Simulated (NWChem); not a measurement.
System: 1-butanol (C4H10O); SMILES CCCCO

NWChem input:

```
start job
memory heap 200 mb stack 900 mb global 1100 mb
geometry units angstroms noautosym nocenter noautoz
  C      0.337272    -2.511097     0.000034
  C     -0.508022    -1.232948    -0.001599
  C      0.340661     0.044386     0.000277
  C     -0.495642     1.317627    -0.000648
  O      0.393182     2.429640     0.000818
  H      0.985628    -2.557643    -0.883475
  H     -0.293442    -3.407456    -0.000996
  H      0.982493    -2.557478     0.885843
  H     -1.170799    -1.233402     0.875652
  H     -1.167123    -1.233249    -0.881611
  H      0.995931     0.060401     0.881451
  H      0.998777     0.060993    -0.878774
  H     -1.152064     1.332660     0.886251
  H     -1.149774     1.333049    -0.889236
  H     -0.139847     3.238784     0.002528
end
basis spherical
  C library 6-31+g*
  O library 6-31+g*
  H library 6-31+g*
end
dft
  xc pbe0
  iterations 150
end
property
  response 1 0.0
end
task dft property
```

NWChem printed, in part:

```
             Northwest Computational Chemistry Package (NWChem) 7.3.0
             --------------------------------------------------------

                             Geometry "geometry" -> ""
                             -------------------------

 Output coordinates in angstroms (scale by  1.889725989 to convert to a.u.)

  No.       Tag          Charge          X              Y              Z
 ---- ---------------- ---------- -------------- -------------- --------------
    1 C                    6.0000     0.33727200    -2.51109700     0.00003400
    2 C                    6.0000    -0.50802200    -1.23294800    -0.00159900
    3 C                    6.0000     0.34066100     0.04438600     0.00027700
    4 C                    6.0000    -0.49564200     1.31762700    -0.00064800
    5 O                    8.0000     0.39318200     2.42964000     0.00081800
    6 H                    1.0000     0.98562800    -2.55764300    -0.88347500
    7 H                    1.0000    -0.29344200    -3.40745600    -0.00099600
    8 H                    1.0000     0.98249300    -2.55747800     0.88584300
    9 H                    1.0000    -1.17079900    -1.23340200     0.87565200
   10 H                    1.0000    -1.16712300    -1.23324900    -0.88161100
   11 H                    1.0000     0.99593100     0.06040100     0.88145100
   12 H                    1.0000     0.99877700     0.06099300    -0.87877400
   13 H                    1.0000    -1.15206400     1.33266000     0.88625100
   14 H                    1.0000    -1.14977400     1.33304900    -0.88923600
   15 H                    1.0000    -0.13984700     3.23878400     0.00252800

 Effective nuclear repulsion energy (a.u.)     184.4283794586

                              NWChem Property Module
                              ----------------------

                                 NWChem DFT Module
                                 -----------------

 Summary of "ao basis" -> "ao basis" (spherical)
 ------------------------------------------------------------------------------
       Tag                 Description            Shells   Functions and Types
 ---------------- ------------------------------  ------  ---------------------
 C                          6-31+g*                  8       18   4s3p1d
 O                          6-31+g*                  8       18   4s3p1d
 H                          6-31+g*                  2        2   2s

            General Information
            -------------------
          SCF calculation type: DFT
          Wavefunction type:  closed shell.
          No. of atoms     :    15
          No. of electrons :    42
           Alpha electrons :    21
            Beta electrons :    21
          Charge           :     0
          Spin multiplicity:     1
          Use of symmetry is: off; symmetry adaption is: off
          Maximum number of iterations: 150
          AO basis - number of functions:   110
                     number of shells:    60
          Convergence on energy requested:  1.00D-06
          Convergence on density requested:  1.00D-05
          Convergence on gradient requested:  5.00D-04

              XC Information
              --------------
                         PBE0 Method XC Functional
                     Hartree-Fock (Exact) Exchange  0.250
          PerdewBurkeErnzerhof Exchange Functional  0.750
            Perdew 1991 LDA Correlation Functional  1.000 local
           PerdewBurkeErnz. Correlation Functional  1.000 non-local

             Grid Information
             ----------------
          Grid used for XC integration:  medium
          Radial quadrature: Mura-Knowles
          Angular quadrature: Lebedev.
          Tag              B.-S. Rad. Rad. Pts. Rad. Cut. Ang. Pts.
          ---              ---------- --------- --------- ---------
          C                   0.70       49          14.0       434
          O                   0.60       49          15.0       434
          H                   0.35       45          15.0       434
          Grid pruning is: on
          Number of quadrature shells:   695
          Spatial weights used:  Erf1

      Superposition of Atomic Density Guess
      -------------------------------------

 Sum of atomic energies:        -230.39303359

      Non-variational initial energy
      ------------------------------

 Total energy =    -233.608882
 1-e energy   =    -674.998033
 2-e energy   =     256.960772
 HOMO         =      -0.358148
 LUMO         =       0.044706

   convergence    iter        energy       DeltaE   RMS-Dens  Diis-err
 ---------------- ----- ----------------- --------- --------- ---------
 d= 0,ls=0.0,diis     1   -233.3234239982 -4.18D+02  1.34D-02  5.64D-01
 d= 0,ls=0.0,diis     2   -233.3351957359 -1.18D-02  6.76D-03  5.49D-01
 d= 0,ls=0.0,diis     3   -233.3832397447 -4.80D-02  1.43D-03  4.79D-02
 d= 0,ls=0.0,diis     4   -233.3875485821 -4.31D-03  3.86D-04  1.31D-03
 d= 0,ls=0.0,diis     5   -233.3876829562 -1.34D-04  1.16D-04  1.36D-04
  Resetting Diis
 d= 0,ls=0.0,diis     6   -233.3876995745 -1.66D-05  1.75D-05  1.17D-06
 d= 0,ls=0.0,diis     7   -233.3876996903 -1.16D-07  1.10D-05  2.38D-07
 d= 0,ls=0.0,diis     8   -233.3876996832  7.14D-09  5.62D-06  3.06D-07

[...]

 DFT Linear Response polarizability / au
 Frequency  =       0.0000000 / au
              X              Y              Z
 -----------------------------------------------
 X      50.1719116     -0.5757489      0.0063819
 Y      -0.5757476     60.4845138      0.0064902
 Z       0.0063823      0.0064906     46.2995445
 -----------------------------------------------
 Eigenvalues =      50.1398792     60.5165607     46.2995300
 Isotropic   =      52.3186566
 Anisotropic =      12.7386766
 -----------------------------------------------

 Magnetic Dipole Response Matrix (nonzero elements):

 Exiting AOResponse driver routine
```

Level: PBE0/6-31+G* (spherical d). Geometry: optimised at B3LYP/6-31G* (spherical d).
